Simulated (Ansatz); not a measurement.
`[SiH3][N]([SiH3])[AlH][Cl]` + `[NH2][AlH][Cl]` → `[SiH3][NH][AlH][Cl]` + `[SiH3][NH][AlH][Cl]`  (ligand exchange at the Si–N bond)

Isolated molecules relaxed with PBE0-D4/def2-TZVP in Ansatz; ΔE leaves out vibrations. CCSD(T)/CBS adds triple-zeta CCSD(T) − MP2 to the extrapolated MP2 energy (def2 sets, frozen cores). Functionals use def2-TZVPP. B3LYP here is the variant with VWN-RPA as its local correlation; programs differ in this. Each species was taken in one conformer, which may not be the lowest.

`[SiH3][N]([SiH3])[AlH][Cl]`:

Z-matrix (Å, degrees):
```
Si
N 1 1.744
H 1 1.485 2 111.4
H 1 1.489 2 107.5 3 119.1
H 1 1.485 2 111.4 3 -121.7
Si 2 1.737 1 117.4 3 -119.3
Al 2 1.780 1 121.7 3 60.7
H 6 1.488 2 108.1 1 180.0
H 6 1.487 2 111.3 1 -60.3
H 6 1.487 2 111.3 1 60.3
Cl 7 2.095 2 115.7 1 -0.0
H 7 1.567 2 123.5 1 180.0
```

`[NH2][AlH][Cl]`:

Cartesian coordinates in Å:
```
N -0.804 -0.125 -0.565
Al 0.578 -0.030 0.514
Cl 1.926 1.553 0.226
H -1.512 -0.839 -0.519
H -0.999 0.522 -1.312
H 0.811 -1.082 1.656
```

`[SiH3][NH][AlH][Cl]`:

Z-matrix (Å, degrees):
```
Si
N 1 1.731
H 1 1.489 2 111.4
H 1 1.489 2 111.5 3 119.8
H 1 1.482 2 107.9 3 -120.1
Al 2 1.771 1 132.0 3 120.2
H 2 1.013 1 113.8 3 -59.8
Cl 6 2.093 2 118.8 1 -0.0
H 6 1.570 2 120.8 1 -180.0
```

`[SiH3][NH][AlH][Cl]`:

```xyz
9

Si    1.033   -0.517   -0.835
N     0.285    0.141    0.582
Al   -1.384    0.624    0.924
Cl   -2.824    0.414   -0.579
H     2.122    0.367   -1.335
H     1.636   -1.851   -0.563
H    -0.009   -0.652   -1.880
H     0.923    0.272    1.358
H    -1.781    1.202    2.329
```

Question: Is it downhill or uphill in electronic energy at CCSD(T)/CBS, and by how much? (An estimate is asked.)

Answer: Ansatz gave: Uphill: ΔE = +1.3 kcal/mol.

Question: What do these levels give: B97M-V, B3LYP-D4, r2SCANh, r2SCAN0, CCSD(T)/def2-SVP, HF/def2-TZVPP? (Estimate.)

Answer: The calculation gave: B97M-V 0.4, B3LYP-D4 0.9, r2SCANh 0.9, r2SCAN0 0.9, CCSD(T)/def2-SVP 0.7, HF/def2-TZVPP -1.0 kcal/mol.

Largest T1 diagnostic among the species: 0.011.

Leaving LDA and LC-ωPBE aside and taking each functional with its dispersion term where it has one, the values, not all of them listed here, spread over 1.5 kcal/mol, from B2PLYP to revPBE-D4. LDA lies +1.1 kcal/mol from PBE without D4. In def2-TZVPP, CCSD(T) changes the Hartree–Fock value by +2.0 kcal/mol (the triples alone add +0.3 kcal/mol) and MP2 by +2.3 kcal/mol.
